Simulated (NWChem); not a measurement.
# ScCl₂, doublet; SMILES [Cl][Sc][Cl]

The spin multiplicity was typed, not searched, and may not be the lowest.

Problem. Give the equilibrium geometry at PBE-D3(BJ)/def2-SVP, spin-unrestricted (NWChem) as an XYZ file, with the point group.

Solution. point group C2v; any orientation.
```
3

Sc     0.2171     0.0000     0.6310
Cl    -0.1209     2.0131    -0.3514
Cl    -0.1209    -2.0131    -0.3514
```
